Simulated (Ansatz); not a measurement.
Computed with Ansatz on PBE0-D4/def2-TZVP structures; ΔE is electronic, products minus reactants. CBS: MP2 limit from def2 TZ/QZ plus the TZ coupled-cluster correction, frozen cores. This one scheme is used for every species. DFT in def2-TZVPP. B3LYP here is the variant with VWN-RPA as its local correlation; programs differ in this. Elements past krypton have def2 core potentials. For Sn outer-core shells are correlated without core-valence functions, which leaves a few kJ/mol of doubt a bond. Each species was taken in one conformer, which may not be the lowest.

Reaction (hydrogenolysis of the Sn–O bond): `[CH3][SnH]([OH])[AlH2]` + H₂ → `[CH3][SnH2][AlH2]` + H₂O

```json
{"level": "r2SCAN-D4", "ΔE (eV)": "0.05"}
{"level": "ωB97M-V", "ΔE (eV)": "-0.02"}
{"level": "r2SCAN", "ΔE (eV)": "0.04"}
{"level": "B3LYP", "ΔE (eV)": "-0.02"}
{"level": "HF/def2-TZVPP", "ΔE (eV)": "-0.15"}
{"level": "CCSD/def2-TZVPP", "ΔE (eV)": "-0.09"}
{"level": "SCS-MP2/def2-QZVPP", "ΔE (eV)": "0.06"}
{"level": "CCSD/CBS(def2)", "ΔE (eV)": "-0.03"}
```

(1) What does CCSD(T)/CBS give? (Best estimate.)

Largest T1 diagnostic among the species: 0.013.

Results:

(1) Ansatz gave: +0.01 eV. The listed levels differ from it by 0.04, -0.03, 0.03, -0.03, -0.16, -0.10, 0.05, -0.04 eV.

In def2-TZVPP, CCSD(T) changes the Hartree–Fock value by +0.11 eV (the triples alone add +0.05 eV) and MP2 by +0.18 eV. From PBE to PBE0 (25 % exact exchange), in def2-TZVPP and without D4, ΔE moves by −0.09 eV.
